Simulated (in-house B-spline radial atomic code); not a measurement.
# Ionising neutral holmium with different functionals

Computed with a B-spline radial code for spherical atoms: scalar-relativistic (spin-free X2C) Hamiltonian, Fermi nucleus of rms radius 5.2022 fm, spin-polarised at highest spin, spherical fractional occupations for the functionals, the average over the highest-spin determinants for Hartree-Fock. The ionisation energy is the difference of two self-consistent energies, [Xe] 4f11 6s2 → [Xe] 4f11 6s1, without Breit or QED terms; ε is the level of the shell that loses the electron (its least bound occupied spin orbital). There is no spin-orbit coupling in this Hamiltonian.

Hybrids are left out here: with spherical fractional occupations of an open shell their exact exchange keeps a self-interaction that integer-occupation calculations don't have.

```
           method          rung  ΔSCF (eV)  -ε(6s) (eV)
     Hartree-Fock  Hartree-Fock       4.93         5.12
         LDA VWN5           LDA       6.27         3.89
         LDA PW92           LDA       6.27         3.89
LDA exchange-only           LDA       5.22         3.07
              PBE           GGA       6.06         3.75
           PBEsol           GGA       6.03         3.76
             BLYP           GGA       6.08         3.63
             RPBE           GGA       6.00         3.69
             PW91           GGA       6.09         3.78
             BP86           GGA       6.20         3.89
             AM05           GGA       5.96         3.70
             OLYP           GGA       5.84         3.43
             TPSS      meta-GGA       5.89         3.72
             SCAN      meta-GGA       5.87         3.86
           r2SCAN      meta-GGA       5.81         3.82
          revTPSS      meta-GGA       5.91         3.76
```

How do they compare with the NIST value?

NIST lists 6.021 eV (measured, ground level to ground level). Errors run from -1.09 to +0.25 eV; PBEsol is closest (+0.01 eV), but part of that can be cancellation, since the calculations leave out spin-orbit coupling, Breit-QED terms, multiplet and fine-structure energies. Hartree-Fock also lacks correlation.
